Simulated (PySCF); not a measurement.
H12Si6. Atoms are numbered in the order given.

```xyz
18

Si    -1.9151    -1.1057    -0.4030
Si    -1.9151     1.1057     0.4030
Si     0.0000     2.2114    -0.4030
Si     1.9151     1.1057     0.4030
Si     1.9151    -1.1057    -0.4030
Si     0.0000    -2.2114     0.4030
H     -1.8624    -1.0753    -1.8969
H     -3.1591    -1.8239     0.0109
H     -3.1591     1.8239    -0.0109
H     -1.8624     1.0753     1.8969
H      0.0000     2.1506    -1.8969
H      0.0000     3.6478     0.0109
H      3.1591     1.8239    -0.0109
H      1.8624     1.0753     1.8969
H      3.1591    -1.8239     0.0109
H      1.8624    -1.0753    -1.8969
H      0.0000    -2.1506     1.8969
H      0.0000    -3.6478    -0.0109
```

Geometry: B3LYP-D3(BJ)/def2-SVP.

Calculation: B3LYP-D3(BJ)/def2-SVP in PySCF.

Frequencies are harmonic and unscaled.

Modes within 1.5 cm⁻¹ of each other (mostly degenerate sets) share a row, with their intensities summed.

Question: Estimate the vibrational spectrum. (The exact figures need the calculation; the answer reports its results.)

Answer: 
| mode | ν (cm⁻¹) | IR (km/mol) | moving atoms (share of kinetic energy) |
|---|---|---|---|
| 1–2 | 60 | 0.8 | Si 72 %, H 28 % |
| 3 | 106 | 0.0 | Si 67 %, H 33 % |
| 4–5 | 112 | 0.0 | Si 86 %, H 14 % |
| 6 | 160 | 7.0 | Si 57 %, H 43 % |
| 7–8 | 336 | 0.0 | H 82 %, Si 18 % |
| 9 | 347 | 0.0 | Si 86 %, H 14 % |
| 10–11 | 382 | 9.1 | Si 76 %, H 24 % |
| 12–13 | 396 | 14.7 | H 76 %, Si 24 % |
| 14 | 420 | 4.1 | H 60 %, Si 40 % |
| 15–16 | 456 | 0.0 | Si 80 %, H 20 % |
| 17 | 478 | 0.0 | Si 90 %, H 10 % |
| 18 | 505 | 0.0 | H 99 % |
| 19 | 525 | 0.0 | H 64 %, Si 36 % |
| 20 | 557 | 0.0 | H 99 % |
| 21 | 624 | 0.0 | H 90 %, Si 10 % |
| 22–23 | 635 | 92.8 | H 89 %, Si 11 % |
| 24–25 | 661 | 0.0 | H 92 %, Si 8 % |
| 26–27 | 741 | 713.6 | H 87 %, Si 13 % |
| 28–29 | 749 | 0.0 | H 87 %, Si 13 % |
| 30 | 771 | 0.0 | H 91 %, Si 9 % |
| 31–33 | 909 | 125.1 | H 96 % |
| 34–35 | 925 | 359.0 | H 96 % |
| 36 | 943 | 0.0 | H 96 % |
| 37–39 | 2186 | 35.3 | H 98 % |
| 40–41 | 2190 | 214.5 | H 98 % |
| 42 | 2194 | 0.0 | H 97 % |
| 43–44 | 2198 | 397.3 | H 96 % |
| 45–47 | 2201 | 0.0 | H 97 % |
| 48 | 2208 | 325.8 | H 96 % |
